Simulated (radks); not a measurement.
Values are calculated unless marked as measured or tabulated.
Excited configurations of the silver ion Ag40+: one electron is placed in a higher orbital outside [He] 2s2 2p2. The ground configuration is [He] 2s2 2p3. Code: a radial shooting solver on a logarithmic mesh with Libxc functionals. Model: scalar-relativistic Kohn-Sham, r2SCAN, spin-unpolarised, spherical densities, finite nucleus; meta-GGA in the generalised Kohn-Sham scheme; Fermi nuclear charge, rms radius 4.5454 fm. Excitation = E - E(ground); binding = E(ion) - E, where the ion is the core of charge +41; n* = 41/sqrt(2 binding) in atomic units. These energies are relativistic, and a one-electron ion of charge +41 with no core already has n* below n in this formula (scalar-relativistic equation, point nucleus: 3s 2.966, 3p 2.981, 3d 2.993, 4d 3.990, 5p 4.977, 6s 5.960, 7d 6.987).

outer orbital  excitation (eV)  binding (eV)     n*  <r> (bohr)
3s                      3469.3        2766.9  2.875      0.3025
3p                      3566.3        2670.0  2.927      0.2889
3d                      3657.0        2579.3  2.978      0.2491
4d                      4787.2        1449.0  3.973      0.5024
5p                      5293.4        942.84  4.925      0.8615
6s                      5572.7        663.52  5.871       1.260
7d                      5765.6        470.66  6.971       1.701

The Delta-SCF ionisation energy is 6236.3 eV (NIST Atomic Spectra Database: 6170 eV, semi-empirical). Self-interaction in the functional shifts the binding energies and quantum defects, so they are the method's values and not measured ones. Spin polarisation and multiplet splitting are left out, so open shells lie too high by an amount that depends on their filling.

Beside tabulated values, note that spin-unpolarised runs miss the spin-polarisation part of the exchange energy of open shells.
